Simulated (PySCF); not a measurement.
Molfile (atoms numbered from 1):
```
C3H5NO2Si
     RDKit          3D

 12 11  0  0  0  0  0  0  0  0999 V2000
   -2.2081    1.1975    2.0784 N   0  0  0  0  0  0  0  0  0  0  0  0
   -2.0018    0.6329    1.0909 C   0  0  0  0  0  0  0  0  0  0  0  0
   -1.7662   -0.0691   -0.1603 C   0  0  0  0  0  0  0  0  0  0  0  0
   -0.3157   -0.1356   -0.6079 C   0  0  0  0  0  0  0  0  0  0  0  0
   -0.0031   -0.2858   -1.7586 O   0  0  0  0  0  0  0  0  0  0  0  0
    0.5530   -0.0544    0.3889 O   0  0  0  0  0  0  0  0  0  0  0  0
    2.2391   -0.1373    0.0322 Si  0  0  0  0  0  4  0  0  0  0  0  0
   -2.1222   -1.1090   -0.0625 H   0  0  0  0  0  0  0  0  0  0  0  0
   -2.3491    0.3873   -0.9736 H   0  0  0  0  0  0  0  0  0  0  0  0
    2.8675   -0.0127    1.3702 H   0  0  0  0  0  0  0  0  0  0  0  0
    2.6113    0.9965   -0.8523 H   0  0  0  0  0  0  0  0  0  0  0  0
    2.5473   -1.4515   -0.5885 H   0  0  0  0  0  0  0  0  0  0  0  0
  1  2  3  0
  2  3  1  0
  3  4  1  0
  4  5  2  0
  4  6  1  0
  6  7  1  0
  3  8  1  0
  3  9  1  0
  7 10  1  0
  7 11  1  0
  7 12  1  0
M  END
```

All values are calculated (PySCF 2.14.0 with density-fitted response routines): CAM-B3LYP/pcSseg-2 with gauge-including orbitals, coordinates at the PBE0-D3(BJ)/def2-SVP level. Single conformer, equivalent nuclei averaged, relativity neglected, in vacuum.

Referencing at the same level of theory: TMS for ¹³C and ¹H and ²⁹Si; ¹⁵N against NH3; ¹⁷O against H2O.

| atoms | nucleus | count | δ (ppm) |
| --- | --- | --- | --- |
| C3 | ¹³C | 1 | 26.3 |
| Si7 | ²⁹Si | 1 | ? |
| N1 | ¹⁵N | 1 | 311.0 |
| C2 | ¹³C | 1 | 122.6 |
| C4 | ¹³C | 1 | 178.8 |
| H8/H9 | ¹H | 2 | 3.20 |
| O5 | ¹⁷O | 1 | 448.8 |
| O6 | ¹⁷O | 1 | ? |
| H10/H11/H12 | ¹H | 3 | ? |

Question: Estimate the values marked ?.

Answer: 
- H10/H11/H12: 4.89 ppm, hydrogen on a silicon bonded to O
- O6: 202.9 ppm, oxygen bonded to C, Si
- Si7: -34.9 ppm, silicon bonded to O, 3 H

Shifts are as computed, not scaled to solution data. Of 1313 compounds with measured shifts, 239 miss one by over three times the rms of a fit or turn the order of signals round; such compounds aren't used in these exercises. Unscaled 17O shifts of doubly bonded oxygen tend to come out too high, by tens of ppm or more. Experimental scales use liquid or dissolved standards, which lie at an offset from isolated NH3 (liquid NH3: subtract about 20 ppm) and H2O (liquid H2O: subtract about 36 ppm). Unscaled 15N shifts of sp2 nitrogen come out 20 to 40 ppm too high even then.
